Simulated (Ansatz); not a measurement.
Coupled-cluster run, C3H8BNSi, SMILES `C/N=C\B1C[SiH2]1`.

```yaml
crystal:
  periodic: [false, false, false]
  atoms:
    - {symbol: C, position_ang: [0.343108, -2.415056, 0.044760]}
    - {symbol: N, position_ang: [0.719107, -1.725663, -1.162273]}
    - {symbol: C, position_ang: [0.584306, -0.463646, -1.172126]}
    - {symbol: B, position_ang: [0.043761, 0.452351, -0.042391]}
    - {symbol: C, position_ang: [0.526252, 1.756376, 0.529865]}
    - {symbol: Si, position_ang: [-1.435403, 1.630713, 0.301674]}
    - {symbol: H, position_ang: [-0.310635, -3.255086, -0.204687]}
    - {symbol: H, position_ang: [-0.166682, -1.775049, 0.785506]}
    - {symbol: H, position_ang: [1.237319, -2.836435, 0.513817]}
    - {symbol: H, position_ang: [0.895809, 0.040022, -2.097977]}
    - {symbol: H, position_ang: [1.356151, 2.320744, 0.109233]}
    - {symbol: H, position_ang: [0.382831, 1.995958, 1.586501]}
    - {symbol: H, position_ang: [-2.193002, 2.287106, -0.793877]}
    - {symbol: H, position_ang: [-1.995922, 1.958564, 1.630775]}
basis:
  gaussian: {orbitals: def2-TZVPP}
correlation: {method: ccsd_t}
```

```sh
$ ansatz run in.yaml --threads 4 --pin off --events-out ev --progress --plain --max-ram 10444MiB
```

Log, shortened:

```
Functional definition: HF
1809 factors; integrals over basis functions are off by at most 1.0e-3 eV
mean field evaluation 1: about -13227.7225 eV, gradient 4.0e1 eV
mean field evaluation 2: about -13228.0516 eV, gradient 4.0e1 eV
mean field evaluation 4: about -13232.9614 eV, gradient 5.3e0 eV
mean field evaluation 8: about -13233.0764 eV, gradient 4.2e-1 eV
mean field evaluation 16: about -13233.0778 eV, gradient 1.4e-6 eV
mean field -13233.07783147 eV, -486.3066406042 hartree, gradient 1.4e-6 eV, S^2 0.000000; 0 other end points of the search recorded, 0 dependent functions left out; unrestricted orbitals would lower it
10 core orbitals not correlated: weight in the atoms' cores, before any rotation towards them, 1.000 or more for the frozen orbitals, at most 0.000 for the correlated occupied ones
reference -13233.07783147 eV, -486.3066406042 hartree; 16, 16 occupied and 283, 283 virtual orbitals, 1809 factors
second order -25.06014579 eV of doubles, -0.00000000 eV of singles
cycle   1  -25.66140032 eV  change   -6.0e-1 eV  update   1.2e-1
cycle   2  -26.37245682 eV  change   -7.1e-1 eV  update   3.7e-2
cycle   3  -26.52105337 eV  change   -1.5e-1 eV  update   1.9e-2
cycle   4  -26.51027838 eV  change    1.1e-2 eV  update   5.6e-3
cycle   5  -26.50944328 eV  change    8.4e-4 eV  update   3.1e-3
cycle   6  -26.51008843 eV  change   -6.5e-4 eV  update   1.2e-3
cycle   7  -26.50951315 eV  change    5.8e-4 eV  update   6.6e-4
cycle   8  -26.50948631 eV  change    2.7e-5 eV  update   2.8e-4
cycle   9  -26.50958002 eV  change   -9.4e-5 eV  update   1.3e-4
cycle  10  -26.50954311 eV  change    3.7e-5 eV  update   6.6e-5
cycle  11  -26.50953937 eV  change    3.7e-6 eV  update   3.4e-5
perturbative correction -1.25265412 eV, -0.0460341900 hartree
Total energy: -13260.84002497 eV, -487.3268823974 hartree
```

Run time 17 min (4 threads of an Arm Neoverse V2 on a shared host); peak host memory 4.2 GiB.

MP2 recovers 90.3 % of the CCSD(T) correlation energy and the triples give 4.5 %; T1 = 0.0139.
